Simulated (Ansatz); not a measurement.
Relaxation of C2H2NSi (6 atoms, charge 0, multiplicity 2), to a largest force component of 0.015 eV/Å in at most 40 steps.

Computed with UKS PBE0-D4/def2-SVP (Ansatz 0.2.0).

```xyz
6
Properties=species:S:1:pos:R:3:forces:R:3
N 0.891 -0.780 1.203 0.04 -0.77 2.44
C 1.119 -0.524 0.023 -0.41 1.07 -2.85
C 0.103 0.189 -0.775 -2.17 0.70 0.98
Si -1.413 0.701 -0.161 2.45 -1.09 -0.14
H 2.026 -0.771 -0.531 0.67 -0.34 0.07
H -2.726 1.185 0.240 -0.59 0.43 -0.51
```

Question: Where does it end, and by what steps?

Answer: The forces met the threshold. After 11 steps the energy has fallen by 1.034 eV; H6 moved furthest, 0.97 Å.

| step | energy less start (eV) | largest force component (eV/Å) | accepted |
| --- | --- | --- | --- |
| 0 | 0.0000 | 2.846 | yes |
| 1 | -0.3668 | 1.006 | yes |
| 2 | -0.6017 | 1.332 | yes |
| 3 | -0.6821 | 1.666 | yes |
| 4 | -0.8989 | 0.622 | yes |
| 5 | -0.9843 | 0.435 | yes |
| 6 | -1.0163 | 0.536 | yes |
| 7 | -1.0292 | 0.356 | yes |
| 8 | -1.0327 | 0.074 | yes |
| 9 | -1.0339 | 0.031 | yes |
| 10 | -1.0341 | 0.019 | yes |
| 11 | -1.0341 | 0.010 | yes |

```xyz
6
Properties=species:S:1:pos:R:3
N 1.614 -1.081 1.106
C 1.081 -0.531 0.097
C -0.180 0.095 -0.041
Si -1.688 0.688 0.369
H 1.681 -0.522 -0.845
H -2.508 1.351 -0.686
```

Whether the end is a true minimum wasn't checked by a vibrational analysis.

Run time: 56 s on 1 thread of Arm Neoverse V1, with other jobs on the host, peak memory 0.17 GiB.
